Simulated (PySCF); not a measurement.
Below is a simulated gas-phase C 1s photoelectron spectrum of `[AlH2-]([AsH3+])[C]#C`.

Every computed line was given a Gaussian of 0.6 eV full width at half maximum and an area set by the number of equivalent atoms; the highest printed point is 100. Method: delta-SCF UKS SCAN, pcX-2 on the ionised atom, pcseg-1 elsewhere, spin-free X2C (PySCF 2.14.0).

binding energy (eV), intensity and a bar:
```
    288.6          0 
    288.7          1 
    288.8          3 #
    288.9          7 ##
    289.0         14 ####
    289.1         27 ########
    289.2         44 #############
    289.3         64 ###################
    289.4         81 ########################
    289.5         94 ############################
    289.6        100 ##############################
    289.7         98 ##############################
    289.8         89 ###########################
    289.9         74 ######################
    290.0         55 #################
    290.1         37 ###########
    290.2         21 ######
    290.3         11 ###
    290.4          5 #
    290.5          2 
    290.6          1 
    290.7          0
```

Question: Count the maxima, the lines and the sites behind this envelope.

Answer: The curve has 1 maximum (at 289.6 eV). Under it lie 2 lines from 2 inequivalent carbon sites. At this width some lines have no maximum of their own.

Question: Decompose the envelope and assign each component. Numbering: `[CH:1]#[C:2][AlH2-:3][AsH3+:4]`.

Answer: 
```tsv
position (eV)	relative area	line	atoms	environment
289.45	1	C 1s	C2	alkyne carbon
289.81	1	C 1s	C1	terminal alkyne carbon
```

Question: Above which line width would these two lines show one maximum?

Answer: Two equal Gaussians merge once their distance is under 2σ = FWHM/1.177. With 0.36 eV between them that is a full width over 0.42 eV.

Lowest listed C 1s: C2, bonded to C (triple bond) and Al. Highest, 0.36 eV above it: C1, bonded to C (triple bond) and H.

Shake-up satellites, vibrational structure and lifetime widths aren't simulated. The unrestricted hole states depart most from a pure doublet (⟨S²⟩ = 0.75; over 0.85 named) for C 1s of C2 (0.88), which makes this value less certain. Isolated species at its PBE0-D3(BJ)/def2-SVP geometry, gas phase.
